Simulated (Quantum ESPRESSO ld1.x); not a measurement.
Values are calculated unless marked as measured or tabulated.
Q: The table gives one normalised radial function P(r) = r R(r) of Sb38+ in [Ne] 3s2 3p1 (r in bohr). Code: ld1.x of Quantum ESPRESSO 7.5. Model: scalar-relativistic Kohn-Sham, LDA (Slater exchange, Perdew-Wang correlation), spin-polarised, spherical densities, point nucleus; open shells are filled with parallel spins first (spin-orbit coupling, left out, can overturn this in heavy ions).

| r | P |
|---|---|
| 0.00111 | 0.0000 |
| 0.001251 | 0.0000 |
| 0.001399 | 0.0000 |
| 0.001578 | 0.0000 |
| 0.001779 | 0.0000 |
| 0.002006 | 0.0001 |
| 0.002243 | 0.0001 |
| 0.002529 | 0.0001 |
| 0.002852 | 0.0002 |
| 0.003215 | 0.0002 |
| 0.003625 | 0.0003 |
| 0.004055 | 0.0004 |
| 0.004572 | 0.0006 |
| 0.005155 | 0.0008 |
| 0.005812 | 0.0011 |
| 0.006501 | 0.0016 |
| 0.00733 | 0.0022 |
| 0.008264 | 0.0030 |
| 0.009318 | 0.0042 |
| 0.01051 | 0.0059 |
| 0.01175 | 0.0080 |
| 0.01325 | 0.0111 |
| 0.01494 | 0.0153 |
| 0.01684 | 0.0211 |
| 0.01884 | 0.0283 |
| 0.02124 | 0.0388 |
| 0.02395 | 0.0529 |
| 0.027 | 0.0717 |
| 0.03045 | 0.0967 |
| 0.03405 | 0.1270 |
| 0.0384 | 0.1691 |
| 0.04329 | 0.2232 |
| 0.04881 | 0.2920 |
| 0.05459 | 0.3719 |
| 0.06155 | 0.4766 |
| 0.0694 | 0.6032 |
| 0.07825 | 0.7529 |
| 0.08823 | 0.9251 |
| 0.09868 | 1.1037 |
| 0.1113 | 1.3087 |
| 0.1255 | 1.5185 |
| 0.1414 | 1.7197 |
| 0.1582 | 1.8848 |
| 0.1784 | 2.0192 |
| 0.2011 | 2.0908 |
| 0.2268 | 2.0836 |
| 0.2557 | 1.9886 |
| 0.286 | 1.8219 |
| 0.3224 | 1.5729 |
| 0.3636 | 1.2765 |
| 0.4099 | 0.9660 |
| 0.4585 | 0.6937 |
| 0.5169 | 0.4467 |
| 0.5828 | 0.2604 |
| 0.6572 | 0.1357 |
| 0.7409 | 0.0624 |
| 0.8288 | 0.0266 |
| 0.9344 | 0.0091 |
| 1.054 | 0.0026 |
| 1.188 | 0.0006 |
| 1.329 | 0.0001 |
| 1.498 | 0.0000 |
| 1.689 | 0.0000 |

Which n and l does it have? It may be an empty orbital.

A: n = 3, l = 2: the number of nodes gives n - l - 1 = 0, the rise at small r (about r^(l+1), flatter next to the nucleus through relativity) gives l, and the extent must fit the shell. The curve is that of 3d up; the table hardly tells the two spins apart. 3d up (empty): eigenvalue -2414.5 eV, 0 radial nodes, <r> = 0.249 bohr, 90 % of the charge inside 0.378 bohr.
